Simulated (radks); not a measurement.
Results of a calculation; reference values are marked as such.
The lithium anion Li-, [He] 2s2, held by a Watson sphere: a shell of charge +1.18 at radius R that stands for the Madelung well of a crystal (potential energy -1.18/R inside, -1.18/r outside, in hartree with lengths in bohr). Level of theory: non-relativistic Kohn-Sham, LDA (Slater exchange, Perdew-Wang correlation), spin-polarised, spherical densities, point nucleus (a radial shooting solver on a logarithmic mesh with Libxc functionals). Response by self-consistent Sternheimer equations with the Hartree and adiabatic LDA kernel. The sphere does not respond.

R (bohr)  e(1s) (eV)  e(2s) (eV)  <r> 2s (bohr)  sum of <r^2> (bohr^2)  X-ray form factor at sin(theta)/lambda = 0.2 1/angstrom  alpha (bohr^3)
2.17         -53.580      -5.860          3.142                  24.11                                                    1.752           76.21
3.27         -51.206      -5.076          3.573                  30.63                                                    1.699           113.4
3.43         -51.054      -4.962          3.636                  31.68                                                    1.697           120.4
3.46         -51.028      -4.941          3.647                  31.88                                                    1.697           121.7

Estimate the row for R = 2.34 bohr.

Answer. e(1s) (eV) -52.959; e(2s) (eV) -5.745; <r> 2s (bohr) 3.205; sum of <r^2> (bohr^2) 25.00; X-ray form factor at sin(theta)/lambda = 0.2 1/angstrom 1.739; alpha (bohr^3) 80.63.
